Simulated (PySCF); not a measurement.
Ta(NH)(Cl)2(Me) (CH4Cl2NTa), SMILES [CH3][Ta]([Cl])(=[NH])[Cl], multiplicity 1.

The structure is a stationary point at PBE0-D3(BJ)/def2-SVP. The multiplicity is an assumed one; other spin states were not compared. The def2 effective core potentials stand for the cores of Ta; spin–orbit coupling is left out.

Level of theory: CAM-B3LYP/def2-TZVP (PySCF).

Isolated molecule, no solvent.

The total energy comes out as -1072.85990 hartree, the point group comes out as Cs and the highest occupied level comes out as -9.57 eV. The lowest empty level is -0.94 eV and the orbital gap comes out as 8.63 eV. The dipole moment is 1.36 D and the quadrupole, principal values (traceless, Buckingham form, about the centre of nuclear charge) is -7.22, 0.38, 6.83 D·Å. The mean static polarisability is 82.3 bohr³ (12.19 Å³) and the polarisability, principal values is 79.6, 81.3, 85.9 bohr³.
